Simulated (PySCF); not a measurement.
# Computed records: CH5NSi2, H4N2Si, H5NOSi2, AlH3N2Si

Calculation on a computer-drawn molecule: the log of a Hartree-Fock and frozen-core CCSD(T) single point meant for a local Hartree-Fock minimum, with one planted fault or none, to be diagnosed. Offsets are logged minus clean, where the clean run is the same molecule without the fault. The reference is restricted for singlets and unrestricted otherwise, and also for a bond in bohr or an excited solution. Adding or removing an electron swaps singlet and doublet. The excited solution moves the top pair (singlet) or top alpha electron (doublet) to the lowest empty orbital. Highest occupied and lowest empty are orbital energies over both spins, largest force is the largest gradient component, triples share is (T) over the correlation energy, the T1 limit is 0.02 restricted and 0.045 unrestricted, electrons count all cores, a negative frequency is imaginary (commonest isotopes), and the dipole is about the centre of nuclear charge. Program: PySCF 2.14.0.

Common to all runs: meant charge 0; meant multiplicity 1; meant basis cc-pV(D+d)Z; logged SCF converged yes; possible faults no fault, one electron removed, one electron added, multiplicity raised by two, geometry at a saddle point, SCF held on an excited solution, minimal basis STO-3G, one bond length entered in bohr, all coordinates scaled.

(1) 
```xyz
9
formula=CH5NSi2 logged_electrons=46 logged_basis_functions=33 logged_spin_squared=0 logged_highest_occupied=-4.9468 logged_lowest_empty=6.4648 logged_largest_force=0.036643 logged_T1_diagnostic=0.022024 logged_D1_diagnostic=0.090543 logged_triples_share=0.021451 logged_CC_converged=yes logged_dipole_magnitude=1.4201 logged_SCF_stable_within_its_kind=yes logged_energy_HF=-665.14611 logged_energy_CCSD(T)=-665.40044 planted_fault=minimal_basis_STO-3G HF_energy_offset_from_clean_run=4958 CCSD(T)_energy_offset_from_clean_run=5148
N     -2.2410    -1.6913    -1.7415
Si    -2.3805    -0.1596    -2.4949
C     -1.4159     0.9522    -1.3307
Si    -1.2721     0.8526     0.3618
H     -1.6652    -1.9464    -0.9610
H     -2.7141    -2.4882    -2.1234
H     -1.0899     1.8980    -1.7639
H     -1.7329    -0.3024     1.1503
H     -0.6969     1.9092     1.2138
```

Units: logged_highest_occupied, logged_lowest_empty in eV; logged_largest_force in hartree/bohr; logged_dipole_magnitude in debye; logged_energy_HF, logged_energy_CCSD(T) in hartree; HF_energy_offset_from_clean_run, CCSD(T)_energy_offset_from_clean_run in kcal/mol.

Drawn bonds:
```
atom  other atom  order
   1           2      1
   2           3      1
   3           4      2
   1           5      1
   1           6      1
   3           7      1
   4           8      1
   4           9      1
```

Notes: T1 above single-reference limit.

(2) 
```xyz
7
formula=H4N2Si logged_electrons=32 logged_basis_functions=71 logged_spin_squared=0 logged_highest_occupied=-8.6324 logged_lowest_empty=3.2841 logged_largest_force=2.166e-05 logged_lowest_frequency=326.42 logged_T1_diagnostic=0.014004 logged_D1_diagnostic=0.04693 logged_triples_share=0.026691 logged_CC_converged=yes logged_dipole_magnitude=2.3311 logged_SCF_stable_within_its_kind=yes logged_energy_HF=-400.20137 logged_energy_CCSD(T)=-400.67432 planted_fault=no_fault HF_energy_offset_from_clean_run=0 CCSD(T)_energy_offset_from_clean_run=0
N     -2.1387     1.6005     1.2266
Si    -0.8618     1.7155     2.3624
N      0.0143     0.2889     2.0000
H     -2.2944     0.8760     0.5499
H     -2.8480     2.3061     1.1795
H      0.8464     0.0557     2.5066
H     -0.1977    -0.4009     1.3028
```

Units: logged_highest_occupied, logged_lowest_empty in eV; logged_largest_force in hartree/bohr; logged_lowest_frequency in cm⁻¹; logged_dipole_magnitude in debye; logged_energy_HF, logged_energy_CCSD(T) in hartree; HF_energy_offset_from_clean_run, CCSD(T)_energy_offset_from_clean_run in kcal/mol.

Drawn bonds:
```
atom  other atom  order
   1           2      1
   2           3      1
   1           4      1
   1           5      1
   3           6      1
   3           7      1
```

(3) 
```xyz
7
formula=H4N2Si logged_electrons=32 logged_basis_functions=71 logged_spin_squared=0 logged_highest_occupied=-9.1109 logged_lowest_empty=2.6941 logged_largest_force=0.046634 logged_T1_diagnostic=0.017596 logged_D1_diagnostic=0.063451 logged_triples_share=0.029856 logged_CC_converged=yes logged_dipole_magnitude=1.6115 logged_SCF_stable_within_its_kind=yes logged_energy_HF=-400.17137 logged_energy_CCSD(T)=-400.65795 planted_fault=all_coordinates_scaled,by_+7.1_% HF_energy_offset_from_clean_run=18.83 CCSD(T)_energy_offset_from_clean_run=10.27
N     -2.2905     1.7141     1.3137
Si    -0.9229     1.8373     2.5301
N      0.0154     0.3094     2.1421
H     -2.4573     0.9382     0.5889
H     -3.0502     2.4699     1.2633
H      0.9065     0.0596     2.6845
H     -0.2117    -0.4294     1.3953
```

Units: logged_highest_occupied, logged_lowest_empty in eV; logged_largest_force in hartree/bohr; logged_dipole_magnitude in debye; logged_energy_HF, logged_energy_CCSD(T) in hartree; HF_energy_offset_from_clean_run, CCSD(T)_energy_offset_from_clean_run in kcal/mol.

Drawn bonds:
```
atom  other atom  order
   1           2      1
   2           3      1
   1           4      1
   1           5      1
   3           6      1
   3           7      1
```

(4) 
```xyz
9
formula=H5NOSi2 logged_electrons=48 logged_basis_functions=99 logged_spin_squared=0.7345 logged_highest_occupied=-9.2595 logged_lowest_empty=2.1101 logged_largest_force=0.024684 logged_T1_diagnostic=0.056878 logged_D1_diagnostic=0.28969 logged_triples_share=0.033882 logged_CC_converged=yes logged_dipole_magnitude=1.2315 logged_SCF_stable_within_its_kind=yes logged_energy_HF=-710.04307 logged_energy_CCSD(T)=-710.639 planted_fault=one_bond_length_entered_in_bohr,row_4_of_the_drawn_bonds HF_energy_offset_from_clean_run=93.33 CCSD(T)_energy_offset_from_clean_run=93.66
N      2.6464     2.2918     0.3113
Si     2.3725     0.8141     1.1011
O      2.2713    -0.1754    -0.2355
Si     2.0511    -1.6942    -0.8176
H      2.8684     3.9203     1.2522
H      2.7088     2.4069    -0.6842
H      3.2407    -2.1013    -1.5945
H      0.8648    -1.7168    -1.6989
H      1.8471    -2.6542     0.2905
```

Units: logged_highest_occupied, logged_lowest_empty in eV; logged_largest_force in hartree/bohr; logged_dipole_magnitude in debye; logged_energy_HF, logged_energy_CCSD(T) in hartree; HF_energy_offset_from_clean_run, CCSD(T)_energy_offset_from_clean_run in kcal/mol.

Drawn bonds:
```
atom  other atom  order
   1           2      1
   2           3      1
   3           4      1
   1           5      1
   1           6      1
   4           7      1
   4           8      1
   4           9      1
```

Notes: T1 above single-reference limit.

(5) 
```xyz
7
formula=AlH3N2Si logged_electrons=44 logged_basis_functions=89 logged_spin_squared=0 logged_highest_occupied=-2.3302 logged_lowest_empty=-3.2719 logged_largest_force=0.1424 logged_CC_converged=no logged_dipole_magnitude=9.3924 logged_SCF_stable_within_its_kind=no logged_energy_HF=-641.08224 planted_fault=SCF_held_on_an_excited_solution HF_energy_offset_from_clean_run=257.1
N     -0.7375    -0.1250     0.8506
Si    -0.1685     1.4927     0.7467
N     -1.6047     2.3889     0.6151
Al    -2.7398     3.5477     0.4750
H     -0.1166    -0.9065     0.9393
H     -1.7031    -0.3988     0.8321
H     -3.8299     4.6458     0.3417
```

Units: logged_highest_occupied, logged_lowest_empty in eV; logged_largest_force in hartree/bohr; logged_dipole_magnitude in debye; logged_energy_HF in hartree; HF_energy_offset_from_clean_run in kcal/mol.

Drawn bonds:
```
atom  other atom  order
   1           2      1
   2           3      1
   3           4      2
   1           5      1
   1           6      1
   4           7      1
```

Notes: CCSD not converged.
